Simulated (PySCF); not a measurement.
C2H2F3, SMILES FC([CH2])(F)F, multiplicity 2. Atoms are numbered in the order given.

```xyz
7

C      1.4944    -0.0475     0.0000
C      0.0121    -0.0096     0.0000
F     -0.4987    -0.6132     1.0871
F     -0.4987    -0.6132    -1.0871
F     -0.4566     1.2592     0.0000
H      2.0241     0.0237     0.9503
H      2.0241     0.0237    -0.9503
```
Charge 0, spin multiplicity 2.

Geometry optimised at B3LYP-D3(BJ)/def2-SVP. The isomer is the one that the SMILES or the coordinates give; other isomers of the formula were not compared.

These are PBE0/pcH-1 (PySCF) values and carry that method's errors.

Unrestricted Kohn–Sham, ⟨S²⟩ = 0.754. Hyperfine tensors hold the contact and dipolar terms, without spin-orbit corrections.

Computed hyperfine couplings:
| nucleus | A(iso) (MHz) | A(iso) (G) | dipolar principal values (MHz) |
|---|---|---|---|
| 13C no. 1 | 104.4 | 37.3 | -82.6, -82.2, 164.8 |
| 13C no. 2 | -44.9 | -16.0 | -2.4, 0.6, 1.8 |
| 19F no. 3 | 28.3 | 10.1 | -30.6, -26.0, 56.6 |
| 19F no. 4 | 28.3 | 10.1 | -30.6, -26.0, 56.6 |
| 19F no. 5 | 156.1 | 55.7 | -88.1, -82.5, 170.6 |
| 1H no. 6 | -72.8 | -26.0 | -38.6, -2.2, 40.8 |
| 1H no. 7 | -72.8 | -26.0 | -38.6, -2.2, 40.8 |

Question: And the g tensor (effective nuclear charges for spin-orbit coupling, GIAO)? (The exact figures need the calculation; the answer reports its results.)

Answer: principal values 2.0021, 2.0022, 2.0029; isotropic 2.0024.
